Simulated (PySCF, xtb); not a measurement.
Te(H)(OMe) (CH4OTe), SMILES CO[TeH].

Geometry optimised at PBE-D3(BJ)/def2-SVP. The def2 effective core potentials stand for the cores of Te; spin–orbit coupling is left out.

The numbers are results of IEF-PCM-M06-2X/def2-SVP (PySCF 2.14.0), not measurements.

The values are the electrostatic part of the solvation free energy, E(continuum) − E(gas) at the gas-phase geometry, in a cavity of scaled van der Waals radii (PySCF's table); cavitation and dispersion terms are not included. In vacuum the orbital gap is 6.74 eV. The dipole moment in vacuum is 1.65 D.

Problem. Estimate the values in water (ε = 78.36), n-hexane (ε = 1.88), tetrahydrofuran (ε = 7.43). (The exact figures need the calculation; the answer reports its results.)

Solution. 
| solvent | ε | ΔG(elec) (kcal/mol) | dipole (D) | gap (eV) |
|---|---|---|---|---|
| water | 78.36 | -4.0 | 2.22 | 6.88 |
| n-hexane | 1.88 | -1.3 | 1.83 | 6.79 |
| tetrahydrofuran | 7.43 | -3.2 | 2.09 | 6.85 |

For comparison, GFN2-xTB/ALPB(water) (xtb, at the GFN2-xTB geometry, all terms of that model) gives -3.0 kcal/mol.
